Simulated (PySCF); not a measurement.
How well do the runs reproduce experiment for ClGeH3?

**The experiment to reproduce.**

From NIST CCCBDB Release 22 (SRD 101), experimental dipoles, for the gas: dipole moment (microwave Stark effect, vibrational ground state) 2.13 D.

The runs below try to reproduce these values; the comparison stands at the end.

Compound: ClGeH3.
Numbering: `[Cl:1][GeH3:2]` (hydrogens: H3, H4, H5 on Ge2)

Cartesian coordinates in Å at the PBE0-D3(BJ)/def2-SVP level; atoms count from 1:
```xyz
5
ClGeH3 angstrom
Cl     2.3081    0.0708    0.1156
Ge     0.1553    0.2092   -0.0472
H     -0.4382   -0.3399    1.2569
H     -0.1977    1.6895   -0.2452
H     -0.2685   -0.6352   -1.2564
```

Runs made with PySCF (gas phase, on this PBE0-D3(BJ)/def2-SVP geometry; no spin–orbit coupling):

```tsv
level	job	basis functions	wall time
PBE0-D3(BJ)/def2-SVP, grid level 1	geometry optimisation from a GFN2-xTB start shaken at random	65	5.1 s
```

Hardware: Arm Neoverse V2, one thread, on a shared host.

**Comparison with experiment**

**Dipole moment.** Measured: 2.13 D (NIST CCCBDB Release 22 (SRD 101), experimental dipoles).

```tsv
level	computed (D)	computed − measured (D)	% (from the printed values)
PBE0-D3(BJ)/def2-SVP	1.96	-0.17	-8
```

The computed dipoles belong to one fixed geometry; measured ones are averaged over vibrations unless marked μe. Magnitudes are compared, not signs.

No measured geometry was used, and the causes of the misses weren't examined.
